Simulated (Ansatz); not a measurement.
The first iterations of a band of Cl3H4NOSn (10 atoms, charge 0, multiplicity 1).

All numbers below come from Ansatz 0.2.0, RKS B3LYP-D4/def2-SVP.

```json
{
  "movable images": "7",
  "climbing image": "yes",
  "spring": "5.0 eV/Å²",
  "optimiser": "quadratic models (default)",
  "start path": "through a guess of the saddle point",
  "force threshold": "0.05 eV/Å",
  "iteration limit": "60",
  "end points": "relaxed"
}
```

Image 0:

```xyz
10
Properties=species:S:1:pos:R:3
Sn 0.036 -0.196 0.156
O -0.275 -0.030 2.117
H -0.846 0.737 2.284
Cl 2.139 0.440 -0.743
Cl -1.267 1.699 -0.477
Cl -1.095 -1.889 -1.062
N 1.243 -1.997 1.083
H 0.890 -2.896 0.750
H 2.241 -1.926 0.874
H 1.094 -1.918 2.092
```

Image 8:

```xyz
10
Properties=species:S:1:pos:R:3
Sn 0.249 -0.615 -0.151
O 0.699 0.230 2.153
H -0.027 0.846 2.340
Cl 1.934 0.886 -0.801
Cl -1.783 0.491 0.377
Cl -0.373 -1.683 -2.182
N 0.727 -2.230 1.023
H 0.554 -3.087 0.492
H 1.730 -2.207 1.231
H 0.449 -0.605 2.590
```

| iteration | highest image above the first end (eV) | largest band force component (eV/Å) |
| --- | --- | --- |
| 1 | 3.291 | 12.625 |
| 2 | 1.790 | 3.311 |
| 3 | 1.050 | 1.628 |
| 4 | 1.011 | 1.298 |
| 5 | 0.987 | 1.205 |

**Question.** Does the band converge within its limit, and where does its top end?

**Answer.** It converged. It ended after 16 iterations with the highest image 1.018 eV above the first end. A vibrational analysis at the climbing image gives one clearly imaginary mode, 1032i cm⁻¹, and a faint second one (23i cm⁻¹) that may be numerical noise or a soft torsion: probably a first-order saddle point. The orbitals stay closed-shell, which can raise the energy where a bond breaks towards radicals; this wasn't checked here.

Time of the run: 3.6 min on 4 threads of Intel(R) Xeon(R) 6975P-C (Granite Rapids) (shared host), peak memory 0.4 GiB.
